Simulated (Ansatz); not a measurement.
Ideal-gas functions of CH₅BGeO (`C[B]1[O][GeH2]1`) at 400 K and 1 bar, from an Ansatz frequency run at PBE0-D4/def2-TZVP.

Molar mass 116.47 g/mol, point group Cs (symmetry number 1), electronic degeneracy 1, moments of inertia 37.307, 189.05, 217.017 u Å². Harmonic wavenumbers (cm⁻¹, unscaled): 100, 207, 246, 337, 455, 506, 579, 621, 834, 870, 881, 995, 1311, 1440, 1442, 1591, 2121, 2134, 3050, 3128, 3138.

Use S(trans) = R[1.5 ln M + 2.5 ln T − 1.1517]; rotational temperatures θ = 24.2544 K / I; S(rot) = R[ln(√π/σ · √(T³/θAθBθC)) + 1.5]; for each mode x = 1.438777 ν̃/T, S = R[x/(eˣ − 1) − ln(1 − e⁻ˣ)] and H = RT x/(eˣ − 1); 1 cm⁻¹ = 0.0119627 kJ/mol; R = 8.31446 J/(mol·K).

Q: By hand: the entropy, in J/(mol·K).

A: Translation 174.3. Rotation: θ = 0.6501, 0.1283, 0.1118 K, giving 111.4. Vibration, mode by mode: 16.86, 10.96, 9.60, 7.21, 5.09, 4.40, 3.57, 3.17, 1.73, 1.56, 1.51, 1.09, 0.43, 0.29, 0.29, 0.18, 0.03, 0.03, 0.00, 0.00, 0.00, in all 68.0. Electronic 0.0. Sum 353.7 J/(mol·K).

Q: By hand: H − E and G − E in kJ/mol, counted from the electronic energy.

A: Zero-point energy ½ × 25986 × 0.0119627 = 155.4; thermal vibration 15.4; translation, rotation and pV give 4 RT = 13.3. H − E = 184.1 kJ/mol, and G − E = 184.1 − 400 × 353.7/1000 = 42.6 kJ/mol.

Vibration gives 19 % of the entropy, 16.9 J/(mol·K) of it from the mode under 150 cm⁻¹: soft modes count most, and the harmonic formula is weakest for them.
